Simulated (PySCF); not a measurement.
GeH3F, SMILES [F][GeH3].

Coordinates come from a PBE0-D3(BJ)/def2-TZVP optimisation.

These are PBE0/def2-TZVPD in PySCF values and carry that method's errors.

Gas-phase values at a fixed geometry.

| Item | Value |
|---|---|
| total energy | -2178.35581 hartree |
| point group | C3v |
| highest occupied level | -9.72 eV |
| lowest empty level | -0.41 eV |
| orbital gap | 9.30 eV |
| dipole moment | 2.18 D |
| quadrupole, principal values (traceless, Buckingham form, about the centre of nuclear charge) | -2.88, 1.44, 1.44 D·Å |
| mean static polarisability | 32.3 bohr³ (4.78 Å³) |
| polarisability, principal values | 30.8, 33.0, 33.0 bohr³ |
